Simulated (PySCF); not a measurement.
**[Hf(SH)4] (charge 0, multiplicity 1)**

All values below come from PBE-D3(BJ)/def2-TZVP // BP86-D3(BJ)/def2-SVP run with PySCF 2.14.0.

```yaml
HOMO: -6.69 eV
dipole_moment: 0.02 D
HOMO–LUMO gap: 3.73 eV
LUMO: -2.96 eV
charge on the central atom (Mulliken): 0.84 e
total_energy: -1642.7930 Ha
cost: very roughly 110 core-seconds
```

```xyz
9

Hf    -0.1801    -0.2624     0.2489
S      0.4769     1.6259    -1.1458
H     -0.5559     2.3506    -0.6109
S      0.9693    -2.2621    -0.5417
H      2.1368    -1.7670    -0.0226
S      0.4289     0.2191     2.5600
H      0.1876    -1.0932     2.8726
S     -2.5876    -0.6280     0.1256
H     -2.5106    -0.5447    -1.2400
```
